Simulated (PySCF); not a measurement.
F₂Zr, SMILES [F][Zr][F], multiplicity 1.

The structure is a stationary point at r2SCAN-D4/def2-TZVP. A frequency run showed that this geometry is not a minimum. The multiplicity is an assumed one; other spin states were not compared. The def2 effective core potentials stand for the cores of Zr; spin–orbit coupling is left out.

Method: TDA-PBE0/def2-TZVPD run with PySCF.

Vertical excitations; the highest root listed may be one member of a degenerate set. The molecule is in vacuum. State labels are in the subgroup D2h.

Task: Give excitation energies, oscillator strengths and character. (An estimate is asked for; the answer gives what the named calculation found.)

Result: 
| state | symmetry | energy (eV) | λ (nm) | f | main pairs |
|---|---|---|---|---|---|
| S1 | B1g | 0.11 | 11222 | 0.000 | HOMO→LUMO+1 99 % |
| S2 | B2g | 1.86 | 667 | 0.000 | HOMO→LUMO+5 (degenerate set) |
| S3 | B3g | 1.86 | 667 | 0.000 | HOMO→LUMO+4 (degenerate set) |
| S4 | B3u | 2.40 | 517 | 0.092 | HOMO→LUMO+2 (degenerate set) |
| S5 | B2u | 2.40 | 517 | 0.092 | HOMO→LUMO+3 (degenerate set) |
| S6 | Au | 3.44 | 361 | 0.000 | HOMO→LUMO+6 99 % |
| S7 | B1g | 3.88 | 320 | 0.000 | HOMO→LUMO+7 99 % |
| S8 | B1g | 5.86 | 211 | 0.000 | HOMO→LUMO+8 99 % |
| S9 | B3g | 5.90 | 210 | 0.000 | HOMO→LUMO+9 (degenerate set) |
| S10 | B2g | 5.90 | 210 | 0.000 | HOMO→LUMO+10 (degenerate set) |
| T1 | B3g | 1.04 | 1196 | 0 | HOMO→LUMO+4 (degenerate set) |
| T2 | B2g | 1.04 | 1196 | 0 | HOMO→LUMO+5 (degenerate set) |
| T3 | B2u | 1.95 | 637 | 0 | HOMO→LUMO+3 (degenerate set) |
| T4 | B3u | 1.95 | 637 | 0 | HOMO→LUMO+2 (degenerate set) |
Triplets are in the Tamm–Dancoff approximation.
